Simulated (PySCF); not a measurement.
AlH, SMILES [AlH] (connectivity only; charge and spin as stated), neutral, multiplicity 1.

Geometry optimised at r2SCAN-D4/def2-TZVPD.

Two levels are set side by side: PBE/def2-TZVPD (PySCF) and M06-2X/def2-TZVPD (PySCF). Same geometry, gas phase. Differences are taken from unrounded values.

```json
[
 {"quantity": "orbital gap (eV)", "M06-2X": "5.68"},
 {"quantity": "highest occupied level (eV)", "M06-2X": "-6.69"},
 {"quantity": "lowest empty level (eV)", "M06-2X": "-1.02"},
 {"quantity": "dipole moment (D)", "M06-2X": "0.28"},
 {"quantity": "mean polarisability (bohr³)", "M06-2X": "45.9"}
]
```

### Question
What does PBE give, and how far is it from M06-2X? (Estimate from the structure and the level; the computed values follow.)

### Answer

| quantity | PBE | PBE minus M06-2X |
|---|---|---|
| orbital gap (eV) | 2.36 | -3.32 |
| highest occupied level (eV) | -4.90 | 1.79 |
| lowest empty level (eV) | -2.54 | -1.53 |
| dipole moment (D) | 0.15 | -0.13 |
| mean polarisability (bohr³) | 47.8 | 1.9 |

Without exact exchange PBE keeps part of each electron's self-repulsion, which lifts occupied levels and narrows the gap. Loosely held outer electrons make PBE densities more polarisable. Differences between two approximate levels are no errors against the true value.

Rough cost on one machine, each run with all the roots and properties that it gave: M06-2X against PBE about 3 times.
